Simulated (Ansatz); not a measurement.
Ansatz (an electronic-structure program) input (B3LYP-D3(BJ)/def2-TZVP):

Ansatz 0.2 input:
```yaml
crystal:
  periodic: [false, false, false]
  atoms:
    - {symbol: C, position_ang: [-0.42966906, 1.12626180, 0.10064429]}
    - {symbol: C, position_ang: [-1.18076144, -0.24950868, -0.01026016]}
    - {symbol: C, position_ang: [0.24263481, -0.11342384, -0.08804178]}
    - {symbol: O, position_ang: [1.37696369, -0.65273671, -0.01394884]}
    - {symbol: H, position_ang: [-0.27046493, 1.63975965, 1.05849950]}
    - {symbol: H, position_ang: [-0.56820627, 1.78383068, -0.76712594]}
    - {symbol: H, position_ang: [-1.74458527, -0.37832227, -0.94249188]}
    - {symbol: H, position_ang: [-1.58925966, -0.77358294, 0.86394764]}
    - {symbol: H, position_ang: [1.36351745, -1.63410528, -0.06069417]}
basis:
  gaussian:
    orbitals: def2-TZVP
hamiltonian:
  xc: b3lyp
  dispersion: d3bj
total_charge: 1
relax: {f_tol: 0.002, max_steps: 150}
```

End of the output:

```
mean field -5231.88851275 eV, -192.2683565420 hartree, gradient 8.7e-6 eV, S^2 0.000000; 0 other end points of the search recorded, 0 dependent functions left out
the calculation of the forces begins
reference -5231.88872931 eV, -192.2683645006 hartree; 15, 15 occupied and 139, 139 virtual orbitals, 911 factors
relax step  17: F+E_penalty+E_count = -5232.11957171 eV  Δ(F+E_penalty+E_count) = +1.149e-7 eV  max|allowed force component| = 2.828e-3 eV/Å  Δτ_max = 0.0005 Å  (34 SCF iters, rejected (line search))
these checks for a lower state are left out or cut short: starts, cluster_reference, orbital_swaps, neighbouring_geometries, increment
integrals: 0.05 GiB planned
911 factors; their error is unknown
mean field: 0.59 GiB planned
mean field -5231.88851253 eV, -192.2683565339 hartree, gradient 8.7e-6 eV, S^2 0.000000; 0 other end points of the search recorded, 0 dependent functions left out
the calculation of the forces begins
reference -5231.88872909 eV, -192.2683644925 hartree; 15, 15 occupied and 139, 139 virtual orbitals, 911 factors
relax step  18: F+E_penalty+E_count = -5232.11957212 eV  Δ(F+E_penalty+E_count) = -2.947e-7 eV  max|allowed force component| = 8.313e-4 eV/Å  Δτ_max = 0.0002 Å  (34 SCF iters, accepted)
integrals: 0.05 GiB planned
911 factors; their error is unknown
mean field: 0.59 GiB planned
mean field evaluation 160: about -5231.8885 eV, gradient 1.3e-4 eV
mean field -5231.88851253 eV, -192.2683565339 hartree, gradient 8.7e-6 eV, S^2 0.000000; 1 other end points of the search recorded, 0 dependent functions left out
the calculation of the forces begins
reference -5231.88872909 eV, -192.2683644925 hartree; 15, 15 occupied and 139, 139 virtual orbitals, 911 factors
Total energy: -5232.11978869 eV, -192.2768557760 hartree
Atom 0 at    -0.410682     1.130960     0.096525 Å, force    -0.000036     0.000135    -0.000051 eV/Å
Atom 1 at    -1.172578    -0.267832    -0.019079 Å, force    -0.000137     0.000263    -0.000179 eV/Å
Atom 2 at     0.239180    -0.109298    -0.106286 Å, force     0.000128    -0.000452     0.000061 eV/Å
Atom 3 at     1.367751    -0.648702     0.005077 Å, force    -0.000061     0.000831     0.000068 eV/Å
Atom 4 at    -0.239247     1.642648     1.040538 Å, force     0.000119    -0.000059     0.000067 eV/Å
Atom 5 at    -0.603402     1.779991    -0.752490 Å, force    -0.000090    -0.000022    -0.000027 eV/Å
Atom 6 at    -1.758328    -0.347599    -0.929818 Å, force     0.000091    -0.000040     0.000074 eV/Å
Atom 7 at    -1.574096    -0.802853     0.838213 Å, force     0.000025    -0.000066     0.000027 eV/Å
Atom 8 at     1.351571    -1.629141    -0.032151 Å, force    -0.000038    -0.000590    -0.000039 eV/Å
Dipole moment:    -0.141550    -0.290459    -0.035031 e Å
```

It need not be the lowest isomer of its formula.
